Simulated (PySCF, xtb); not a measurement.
H2Se2Te, SMILES [SeH][Te][SeH]. The values are those of a single conformer.

Harmonic wavenumbers (cm⁻¹) from GFN2-xTB run with xtb at its own minimum, in rising order: 82, 223, 225, 226, 246, 626, 637, 2002, 2011.

What does PySCF 2.14.0 with B3LYP-D3(BJ)/def2-SVP give at its own minimum? (Estimate from the structure and the level; the computed values follow.)

78, 225, 233, 263, 273, 670, 681, 2384, 2384. Paired by order, the mean absolute difference is 102 cm⁻¹ and the zero-point energies are 9.0 and 10.3 kcal/mol.
